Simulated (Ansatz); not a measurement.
`OBC[SiH3]` and `BCBO` differ in one atom or group.

Ansatz, PBE0-D4/def2-TZVP geometries, multiplicity 1. Each molecule was computed in one conformer, which needn't be the lowest.

```tsv
property	`OBC[SiH3]`
HOMO energy (ωB97M-V/def2-TZVPP) / eV	-10.82
HOMO–LUMO gap (ωB97M-V/def2-TZVPP) / eV	12.53
HOMO–LUMO gap (PBE/def2-TZVPP) / eV	6.03
size of the dipole moment (PBE/def2-TZVPP) / D	1.26
HOMO energy (PBE/def2-TZVPP) / eV	-7.15
ideal-gas entropy at 298 K and 1 bar (rigid rotor, harmonic PBE0-D4/def2-TZVP) / J/(mol·K)	326
```

Q: Give the same properties after the change, and the shifts. (An estimate is asked.)

A: The calculation gave: 
| property | `BCBO` | shift |
| --- | --- | --- |
| HOMO energy (ωB97M-V/def2-TZVPP) / eV | -11.00 | -0.18 |
| HOMO–LUMO gap (ωB97M-V/def2-TZVPP) / eV | 11.41 | -1.12 |
| HOMO–LUMO gap (PBE/def2-TZVPP) / eV | 4.81 | -1.22 |
| size of the dipole moment (PBE/def2-TZVPP) / D | 1.80 | 0.54 |
| HOMO energy (PBE/def2-TZVPP) / eV | -7.32 | -0.17 |
| ideal-gas entropy at 298 K and 1 bar (rigid rotor, harmonic PBE0-D4/def2-TZVP) / J/(mol·K) | 307 | -19 |

With PBE0 the HOMO falls by 0.15 eV and the LUMO falls by 1.37 eV, so the gap narrows by about 1.22 eV. PBE moves the HOMO by -0.17 eV and ωB97M-V by -0.18 eV. The zero-point energy changes by -11.9 kJ/mol with -3 modes. Dipoles are sizes alone; their direction can turn.
